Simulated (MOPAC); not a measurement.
MOPAC input (AM1):

```
AM1 FORCE THERMO(298,298) PRECISE LET UHF MS=0.5 GEO-OK AUX(PRECISION=9) THREADS=1
C3H6F

C     1.64653305 1    0.01494422 1    0.12179272 1
C     0.47986363 1   -0.73638819 1   -0.32770876 1
C    -0.82695588 1   -0.25589828 1    0.30390666 1
F    -1.20610890 1    0.99154334 1   -0.15288136 1
H     1.52958010 1    0.95585713 1    0.65940187 1
H     2.64890478 1   -0.34418569 1   -0.11092131 1
H     0.40033712 1   -0.65283173 1   -1.44819533 1
H     0.60559418 1   -1.82620546 1   -0.08198237 1
H    -0.71307333 1   -0.20587076 1    1.42226278 1
H    -1.64784248 1   -0.98586703 1    0.05751141 1
```

Output:

```
 *******************************************************************************
 **                                                                           **
 **                              MOPAC v23.2.5                                **
 **                                                                           **
 *******************************************************************************
 ** MOPAC's Digital Object Identifier: https://doi.org/10.5281/zenodo.6511958 **
 **                                                                           **
 ** Please cite the open-source release paper for use of this MOPAC version:  **
 ** J. E. Moussa and J. J. P. Stewart (2026)                                  **
 ** MOPAC: An open-source semiempirical molecular orbital program             **
 ** J. Open Source Softw., 11(119), 8025, https://doi.org/10.21105/joss.08025 **
 *******************************************************************************

                              AM1 CALCULATION RESULTS

 *******************************************************************************
 *  AM1        - The AM1 Hamiltonian to be used
 *  GEO-OK     - OVERRIDE INTERATOMIC DISTANCE AND OTHER SAFETY CHECKS
 *  UHF        - UNRESTRICTED HARTREE-FOCK CALCULATION
 *  MS=        - IN MECI, MAGNETIC COMPONENT OF SPIN =  0.5
 *  LET        - OVERRIDE SOME SAFETY CHECKS
 *  PRECISE    - TIGHTER CRITERIA TO BE USED
 *  FORCE      - FORCE CALCULATION SPECIFIED
 *  AUX        - OUTPUT AUXILIARY INFORMATION
 *  THERMO     - THERMODYNAMIC QUANTITIES TO BE CALCULATED
 *******************************************************************************
AM1 FORCE THERMO(298,298) PRECISE LET UHF MS=0.5 GEO-OK AUX(PRECISION=9) THREADS=1
 C3H6F

   ATOM   CHEMICAL          X               Y               Z
  NUMBER   SYMBOL      (ANGSTROMS)     (ANGSTROMS)     (ANGSTROMS)

     1       C          1.64653305  *   0.01494422  *   0.12179272  *
     2       C          0.47986363  *  -0.73638819  *  -0.32770876  *
     3       C         -0.82695588  *  -0.25589828  *   0.30390666  *
     4       F         -1.20610890  *   0.99154334  *  -0.15288136  *
     5       H          1.52958010  *   0.95585713  *   0.65940187  *
     6       H          2.64890478  *  -0.34418569  *  -0.11092131  *
     7       H          0.40033712  *  -0.65283173  *  -1.44819533  *
     8       H          0.60559418  *  -1.82620546  *  -0.08198237  *
     9       H         -0.71307333  *  -0.20587076  *   1.42226278  *
    10       H         -1.64784248  *  -0.98586703  *   0.05751141  *

          CARTESIAN COORDINATES

    NO.       ATOM           X           Y           Z

     1         C          1.6465      0.0149      0.1218
     2         C          0.4799     -0.7364     -0.3277
     3         C         -0.8270     -0.2559      0.3039
     4         F         -1.2061      0.9915     -0.1529
     5         H          1.5296      0.9559      0.6594
     6         H          2.6489     -0.3442     -0.1109
     7         H          0.4003     -0.6528     -1.4482
     8         H          0.6056     -1.8262     -0.0820
     9         H         -0.7131     -0.2059      1.4223
    10         H         -1.6478     -0.9859      0.0575

  H: (AM1): M.J.S. DEWAR ET AL, J. AM. CHEM. SOC. 107 3902-3909 (1985)
  C: (AM1): M.J.S. DEWAR ET AL, J. AM. CHEM. SOC. 107 3902-3909 (1985)
[...]

 VIBRATION         20   20A           ATOM PAIR      ENERGY CONTRIBUTION    RADIAL
 FREQUENCY          3002.57         C  3 -- H 10         +46.4% ( 70.3%)     98.2%
 TRANSITION DIPOLE   0.0942         C  3 -- H  9         +36.1% ( 62.0%)     97.2%
 TRAVEL (Ang.)       0.2445         C  2 -- H  8          +8.8% ( 30.6%)     97.7%
 REDUCED MASS        0.3755         C  2 -- H  7          +6.9% ( 27.0%)     97.5%
 EFFECTIVE MASS      1.4800
 FORCE CONSTANT      1.9947

 VIBRATION         21   21A           ATOM PAIR      ENERGY CONTRIBUTION    RADIAL
 FREQUENCY          3062.79         C  3 -- H 10         +40.7% ( 63.0%)     97.1%
 TRANSITION DIPOLE   0.0447         C  3 -- H  9         +38.9% ( 61.6%)     96.8%
 TRAVEL (Ang.)       0.2553         C  2 -- H  8         +15.3% ( 38.6%)     99.4%
 REDUCED MASS        0.3377         C  2 -- H  7          +4.0% ( 19.7%)     89.2%
 EFFECTIVE MASS      1.2284
 FORCE CONSTANT      1.8662

 VIBRATION         22   22A           ATOM PAIR      ENERGY CONTRIBUTION    RADIAL
 FREQUENCY          3069.79         C  2 -- H  8         +46.8% ( 67.4%)     97.9%
 TRANSITION DIPOLE   0.1458         C  2 -- H  7         +32.6% ( 56.3%)     95.6%
 TRAVEL (Ang.)       0.2539         C  3 -- H  9         +13.2% ( 35.8%)     98.3%
 REDUCED MASS        0.3407         C  3 -- H 10          +5.9% ( 23.9%)     92.0%
 EFFECTIVE MASS      1.2508
 FORCE CONSTANT      1.8915

 VIBRATION         23   23A           ATOM PAIR      ENERGY CONTRIBUTION    RADIAL
 FREQUENCY          3225.38         C  1 -- H  5         +52.1% ( 74.1%)     98.2%
 TRANSITION DIPOLE   0.2650         C  1 -- H  6         +46.5% ( 70.1%)     97.7%
 TRAVEL (Ang.)       0.1986         C  1 -- C  2          +1.2% ( 11.2%)      0.0%
 REDUCED MASS        0.5299         C  2 -- H  8          +0.2% (  4.1%)     96.2%
 EFFECTIVE MASS      1.5887
 FORCE CONSTANT      3.2479

 VIBRATION         24   24A           ATOM PAIR      ENERGY CONTRIBUTION    RADIAL
 FREQUENCY          3236.76         C  1 -- H  6         +52.9% ( 71.8%)     96.8%
 TRANSITION DIPOLE   0.1786         C  1 -- H  5         +46.4% ( 67.2%)     95.8%
 TRAVEL (Ang.)       0.2075         C  1 -- C  2          +0.5% (  7.1%)     99.1%
 REDUCED MASS        0.4837
 EFFECTIVE MASS      1.2265
 FORCE CONSTANT      2.9855

      SYMMETRY NUMBER FOR POINT-GROUP C1  =  1

          SYSTEM IS A GROUND STATE

 C3H6F

          MOLECULE IS NOT LINEAR

          THERE ARE 24 GENUINE VIBRATIONS IN THIS SYSTEM
          THIS THERMODYNAMICS CALCULATION IS LIMITED TO
          MOLECULES WHICH HAVE NO INTERNAL ROTATIONS

                    CALCULATED THERMODYNAMIC PROPERTIES
                                          *
   TEMP. (K)   PARTITION FUNCTION   H.O.F.    ENTHALPY  HEAT CAPACITY ENTROPY
                                   KCAL/MOL   CAL/MOLE    CAL/K/MOL  CAL/K/MOL

 298.00  VIB.     0.1122D+02                  1530.2077    10.3706     9.9386
         ROT.     0.4547D+05                   888.2803     2.9808    24.2932
         INT.     0.5100D+06                  2418.4880    13.3514    34.2318
         TRA.     0.4615D+27                  1480.4672     4.9680    38.2462
         TOT.                      -39.462    3898.9552    18.3194    72.4780

   *: NOTE: HEATS OF FORMATION ARE RELATIVE TO THE
            ELEMENTS IN THEIR STANDARD STATE AT 298K
              (=  Standard Enthalpy of Formation).

            Hvib:  Zero-point energy is not included.
                   frequencies of less than zero cm-1 are not included.
            Hrot = (3/2)RT
            Htra = (3/2)RT + pV = (5/2)RT

            Heat capacity is Cp, not Cv

          For more information, see: HTTP://OpenMOPAC.net/Manual/thermochemistry.html

           FORCE CONSTANT IN CARTESIAN COORDINATES (Millidynes/A)

    ATOM   CHEMICAL       X               Y               Z
   NUMBER   SYMBOL  FORCE CONSTANT  FORCE CONSTANT  FORCE CONSTANT

      1       C       10.331959        8.893189        1.620392
      2       C        9.782938        8.442295        7.669016
      3       C        8.327090        8.852879       10.264749
      4       F        0.978266        3.068975        7.617363
      5       H        2.120025        4.183889        0.342150
      6       H        2.051169        4.301212        0.290096
      7       H        1.199814        1.819094        3.496594
      8       H        1.287893        1.792760        3.539504
      9       H        1.412530        2.109919        3.264773
     10       H        4.977527        0.824398        0.980949

 **********************
 *                    *
 * JOB ENDED NORMALLY *
 *                    *
 **********************

 == MOPAC DONE ==
```
